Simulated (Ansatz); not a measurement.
A nudged elastic band was laid between two geometries of H2OSSe (5 atoms, charge 0, multiplicity 1).

Method: Ansatz, RKS B3LYP-D4/def2-SVP.

```yaml
movable_images: 7
climbing_image: yes
spring: 5.0 eV/Å²
optimiser: quadratic models (default)
start_path: through a guess of the saddle point
force_threshold: 0.05 eV/Å
iteration_limit: 53
end_points: relaxed
```

Initial state:

```xyz
5
Properties=species:S:1:pos:R:3
S -1.005 -1.241 0.174
O -0.123 -0.034 0.958
Se 1.576 0.383 0.343
H -1.570 -0.468 -0.795
H 1.122 1.360 -0.680
```

Final state:

```xyz
5
Properties=species:S:1:pos:R:3
S -0.825 -1.202 -0.319
O 0.041 -0.261 0.783
Se 0.812 1.325 0.206
H -2.023 -0.561 -0.234
H 1.995 0.700 -0.436
```

**Question.** What changes between the two ends?

**Answer.** No bond is made or broken. The dihedral S1–O2–Se3–H5 goes from 86 to -79°.

**Question.** Give the energies along the band, and the barrier.

**Answer.** The run converged. The highest image is number 5 of 0 to 8, 0.087 eV above the ends, which have the same energy within 2 meV. A vibrational analysis at the climbing image gives one clearly imaginary mode, 114i cm⁻¹: a first-order saddle point.

```csv
image,path coordinate (Å),energy (eV),dihedral S1–O2–Se3–H5 (°)
0,0.00,0.000,86
1,0.35,0.015,107
2,0.70,0.047,129
3,1.05,0.071,151
4,1.40,0.083,173
5,1.75,0.087,-165
6,2.22,0.069,-134
7,2.68,0.022,-104
8,3.15,0.000,-79
```

**Question.** What is the geometry of the highest image?

**Answer.** 
```xyz
5
Properties=species:S:1:pos:R:3:forces:R:3
S -0.966 -1.317 0.306 0.00 0.01 0.00
O -0.144 0.110 0.602 0.00 -0.01 0.00
Se 1.223 0.512 -0.633 0.00 0.00 0.00
H -1.913 -0.832 -0.550 0.00 0.00 0.00
H 1.799 1.527 0.275 0.00 0.00 0.00
```

**Question.** What are the harmonic wavenumbers there?

**Answer.** 114i, 205, 312, 528, 731, 834, 1008, 2399, 2564 cm⁻¹.

Time of the run: 3.4 min on 1 thread of Arm Neoverse V2, on a shared host, peak memory 0.14 GiB.
